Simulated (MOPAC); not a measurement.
A run for MOPAC: PM6 on CH6BN (SMILES CBN), a point of a bond scan (R = 2.716 Å).

```
PM6 1SCF PRECISE CHARGE=0 THREADS=1
CH6BN

B     -0.40473597 1    -0.13480654 1     0.32621441 1
H     -1.24160538 1    -0.47995243 1     1.11052684 1
C      1.10762713 1    -0.49998646 1     0.54395436 1
H      1.23440243 1    -1.58565610 1     0.60751525 1
H      1.46275122 1    -0.10660429 1     1.50203988 1
H      1.77496577 1    -0.12948036 1    -0.23901313 1
N     -0.83495421 1     0.59935740 1    -0.77786552 1
H     -3.43403061 1     1.26108188 1    -1.20851754 1
H     -0.21034237 1     0.93570230 1    -1.49344212 1
```

Program output:

```
*******************************************************************************
 **                                                                           **
 **                              MOPAC v23.2.5                                **
 **                                                                           **
 *******************************************************************************
 ** MOPAC's Digital Object Identifier: https://doi.org/10.5281/zenodo.6511958 **
 **                                                                           **
 ** Please cite the open-source release paper for use of this MOPAC version:  **
 ** J. E. Moussa and J. J. P. Stewart (2026)                                  **
 ** MOPAC: An open-source semiempirical molecular orbital program             **
 ** J. Open Source Softw., 11(119), 8025, https://doi.org/10.21105/joss.08025 **
 *******************************************************************************

                              PM6 CALCULATION RESULTS

 *******************************************************************************
 *  PM6        - The PM6 Hamiltonian to be used
 *
 *
 *
 *                 CHARGE ON SYSTEM = 0
 *
 *
 *
 *  PRECISE    - TIGHTER CRITERIA TO BE USED
 *  1SCF       - DO 1 SCF AND THEN STOP
 *  THREADS=1  - MULTI-THREADING NOT USED
 *  T=         - A TIME OF 172800.0 SECONDS REQUESTED
 *  DUMP=N     - RESTART FILE WRITTEN EVERY 7200.0 SECONDS REQUESTED
 *******************************************************************************
PM6 1SCF PRECISE CHARGE=0 THREADS=1
 CH6BN

   ATOM   CHEMICAL          X               Y               Z
  NUMBER   SYMBOL      (ANGSTROMS)     (ANGSTROMS)     (ANGSTROMS)

     1       B         -0.40473597  *  -0.13480654  *   0.32621441  *
     2       H         -1.24160538  *  -0.47995243  *   1.11052684  *
     3       C          1.10762713  *  -0.49998646  *   0.54395436  *
     4       H          1.23440243  *  -1.58565610  *   0.60751525  *
     5       H          1.46275122  *  -0.10660429  *   1.50203988  *
     6       H          1.77496577  *  -0.12948036  *  -0.23901313  *
     7       N         -0.83495421  *   0.59935740  *  -0.77786552  *
     8       H         -3.43403061  *   1.26108188  *  -1.20851754  *
     9       H         -0.21034237  *   0.93570230  *  -1.49344212  *



          CARTESIAN COORDINATES

    NO.       ATOM           X           Y           Z

     1         B         -0.4047     -0.1348      0.3262
     2         H         -1.2416     -0.4800      1.1105
     3         C          1.1076     -0.5000      0.5440
     4         H          1.2344     -1.5857      0.6075
     5         H          1.4628     -0.1066      1.5020
     6         H          1.7750     -0.1295     -0.2390
     7         N         -0.8350      0.5994     -0.7779
     8         H         -3.4340      1.2611     -1.2085
     9         H         -0.2103      0.9357     -1.4934

 General Reference for PM6:
 "Optimization of Parameters for Semiempirical Methods V: Modification of NDDO Approximations
 and Application to 70 Elements", J. J. P. Stewart, J. Mol. Mod., 13, 1173-1213 (2007)
 URL: https://link.springer.com/article/10.1007/s00894-007-0233-4

           Empirical Formula: C H6 N B  =     9 atoms



      MOLECULAR POINT GROUP   :   Cs


      RHF CALCULATION, NO. OF DOUBLY OCCUPIED LEVELS = 9


 -------------------------------------------------------------------------------
 PM6 1SCF PRECISE CHARGE=0 THREADS=1
 CH6BN



     1SCF WAS SPECIFIED, SO BFGS WAS NOT USED
     SCF FIELD WAS ACHIEVED


                              PM6 CALCULATION
                                                       MOPAC v23.2.5 Linux




          FINAL HEAT OF FORMATION =        146.96327 KCAL/MOL =     614.89432 KJ/MOL


          COSMO AREA              =        104.39 SQUARE ANGSTROMS
          COSMO VOLUME            =         81.99 CUBIC ANGSTROMS

          IONIZATION POTENTIAL    =          8.401932 EV
          HOMO LUMO ENERGIES (EV) =         -8.402 -3.071
          NO. OF FILLED LEVELS    =          9
          MOLECULAR WEIGHT        =         42.8751         POINT GROUP:  Cs

          MOLECULAR DIMENSIONS (Angstroms)

            Atom       Atom       Distance
            H     8    H     5     5.76161
            H     9    H     2     3.06260
            H     5    H     4     1.72245


          SCF CALCULATIONS        =          1





   ATOM   CHEMICAL          X               Y               Z
  NUMBER   SYMBOL      (ANGSTROMS)     (ANGSTROMS)     (ANGSTROMS)

     1       B         -0.40473597  *  -0.13480654  *   0.32621441  *
     2       H         -1.24160538  *  -0.47995243  *   1.11052684  *
     3       C          1.10762713  *  -0.49998646  *   0.54395436  *
     4       H          1.23440243  *  -1.58565610  *   0.60751525  *
     5       H          1.46275122  *  -0.10660429  *   1.50203988  *
     6       H          1.77496577  *  -0.12948036  *  -0.23901313  *
     7       N         -0.83495421  *   0.59935740  *  -0.77786552  *
     8       H         -3.43403061  *   1.26108188  *  -1.20851754  *
     9       H         -0.21034237  *   0.93570230  *  -1.49344212  *

                             CARTESIAN COORDINATES

   1    B       -0.404735970    -0.134806540     0.326214410
   2    H       -1.241605380    -0.479952430     1.110526840
   3    C        1.107627130    -0.499986460     0.543954360
   4    H        1.234402430    -1.585656100     0.607515250
   5    H        1.462751220    -0.106604290     1.502039880
   6    H        1.774965770    -0.129480360    -0.239013130
   7    N       -0.834954210     0.599357400    -0.777865520
   8    H       -3.434030610     1.261081880    -1.208517540
   9    H       -0.210342370     0.935702300    -1.493442120


           Empirical Formula: C H6 N B  =     9 atoms



      MOLECULAR POINT GROUP   :   Cs


                  EIGENVALUES
 -27.03533 -23.74521 -16.76413 -13.38496 -12.89479 -12.56905 -10.68270  -9.30776
  -8.40193  -3.07141   2.53589   3.91711   5.22549   6.47894   6.70355   7.00281
   7.62921   7.87612


              NET ATOMIC CHARGES AND DIPOLE CONTRIBUTIONS

  ATOM NO.   TYPE          CHARGE      No. of ELECS.   s-Pop       p-Pop
    1          B          -0.090647        3.0906     1.05948     2.03117
    2          H           0.078124        0.9219     0.92188
    3          C          -0.506143        4.5061     1.08755     3.41859
    4          H           0.148643        0.8514     0.85136
    5          H           0.148645        0.8514     0.85135
    6          H           0.134389        0.8656     0.86561
    7          N          -0.541269        5.5413     1.62459     3.91668
    8          H           0.402395        0.5976     0.59761
    9          H           0.225863        0.7741     0.77414
 DIPOLE           X         Y         Z       TOTAL
 POINT-CHG.    -4.606     1.697    -1.630     5.172
 HYBRID         0.793     0.157    -0.461     0.930
 SUM           -3.813     1.853    -2.091     4.727


          ATOMIC ORBITAL ELECTRON POPULATIONS

     Atom    s        px        py        pz
    1  B   1.05948   0.79105   0.53267   0.70744
    2  H   0.92188
    3  C   1.08755   1.11482   1.15287   1.15090
    4  H   0.85136
    5  H   0.85135
    6  H   0.86561
    7  N   1.62459   1.18825   1.46186   1.26656
    8  H   0.59761
    9  H   0.77414

 **********************
 *                    *
 * JOB ENDED NORMALLY *
 *                    *
 **********************




 == MOPAC DONE ==
```

The run finished.

Cost: very roughly 0.020 core-seconds.
